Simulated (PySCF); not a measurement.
SiH₂F₂, SMILES F[SiH2]F. Coordinates come from a TPSSh-D3(BJ)/def2-TZVP optimisation.

Level of theory: TPSSh-D3(BJ)/def2-TZVP in PySCF.

Harmonic wavenumbers (cm⁻¹): 312, 707, 732, 858, 897, 978, 989, 2301, 2311. Rotational constants (GHz): 24.43, 7.639, 6.264; symmetry number 2.

Problem. Work out the zero-point energy and the ideal-gas rigid-rotor harmonic-oscillator thermochemistry at 298.15 K and 1 atm.

Solution. ZPE = ½ Σ hcν = ½ × 10086 cm⁻¹ = 14.42 kcal/mol. H − E(el) = 17.30 kcal/mol. Entropy in cal/(mol K): translation 38.57, rotation 21.76, vibration 2.43, total 62.76. G − E(el) = -1.41 kcal/mol. Cp = 13.05 cal/(mol K).
